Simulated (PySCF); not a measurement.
FS, SMILES F[S], multiplicity 2. Geometry: PBE0-D3(BJ)/def2-TZVPD.

Computed with PBE0-D3(BJ)/def2-TZVPD run with PySCF.

Harmonic wavenumbers (cm⁻¹): 861. Rotational constants (GHz): 16.66 (linear); symmetry number 1.

Problem. Work out the zero-point energy and the ideal-gas rigid-rotor harmonic-oscillator thermochemistry at 298.15 K and 1 atm.

Solution. ZPE = ½ Σ hcν = ½ × 861 cm⁻¹ = 5.15 kJ/mol. H − E(el) = 13.99 kJ/mol. Entropy in J/(mol K): translation 157.80, rotation 57.55, vibration 0.68, spin 5.76, total 221.79. G − E(el) = -52.14 kJ/mol. Cp = 31.42 J/(mol K).
